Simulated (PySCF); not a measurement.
## In²⁺: excitation energy

In²⁺ [Kr] 4d10 5s1 (2S) → In²⁺ [Kr] 4d9 5s1 5p1 (high-spin determinant), as a difference of total energies. Calculation: PySCF 2.14, in Sapporo-DKH3-DZP-2012 (7s6p4d1f, 52 functions); scalar relativity by spin-free X2C-1e. Correlated levels: valence and next inner shell: [Ar] 3d10 frozen. The calculations carry no spin-orbit coupling.

```
                                method  excitation energy (cm⁻¹)
                                   UHF                    163720
    MP2 (valence and next inner shell)                    172210
SCS-MP2 (valence and next inner shell)                    171310
   CCSD (valence and next inner shell)                    169630
CCSD(T) (valence and next inner shell)                    169560
```

The basis was made for the ground configuration and has no added diffuse functions, so the excitation energy can come out too high.

The determinant of the upper state mixes LS terms, which raises its energy above the lowest term, most at the Hartree-Fock and MP2 levels.
